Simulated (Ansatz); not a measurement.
(1) Predict a relaxed structure of (MgS)4 ring (Mg4S4), charge 0, singlet, at PBE0-D4/def2-SVP (Ansatz).

## Answers

(1) 
```xyz
8

Mg    2.301   -0.536    0.746
Mg    0.225   -1.627   -1.864
Mg   -2.301    0.536   -0.746
Mg   -0.225    1.627    1.863
S     2.324   -1.986   -1.024
S    -1.911   -1.001   -2.397
S    -2.323    1.987    1.024
S     1.911    1.000    2.397
```
Point group D4h (tolerance 0.1 Å). This is one stationary point.

Another isomer (singlet) lies 1.95 eV lower at PBE0-D4/def2-TZVP; other spin states weren't run for this one.
